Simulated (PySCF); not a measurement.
Ga(H)(F)(NH2), H3FGaN, SMILES [GaH]([NH2])[F] (PBE0/def2-SVP optimised geometry):

```
6

Ga     0.292     0.416     0.000
H      1.840     0.416     0.000
F     -0.556     1.956     0.000
N     -0.833    -0.986     0.000
H     -1.840    -0.882    -0.004
H     -0.545    -1.956     0.002
```

Level of theory: PBE0/def2-TZVP (PySCF).

Q: What are the frontier orbital energies and the dipole moment?

A: HOMO-2 -10.60 eV, HOMO-1 -9.48 eV, HOMO -7.73 eV, LUMO -0.46 eV, LUMO+1 0.05 eV; dipole moment 2.76 D.

On the same geometry PBE/def2-TZVP (PySCF) gives HOMO-2 -8.61 eV, HOMO-1 -7.86 eV, HOMO -6.33 eV, LUMO -1.24 eV, LUMO+1 -0.89 eV; dipole moment 2.70 D.

Meta-Löwdin charges at PBE0/def2-TZVP: Ga1 0.78, H2 -0.07, F3 -0.52, N4 -0.68, H5 0.24, H6 0.24.
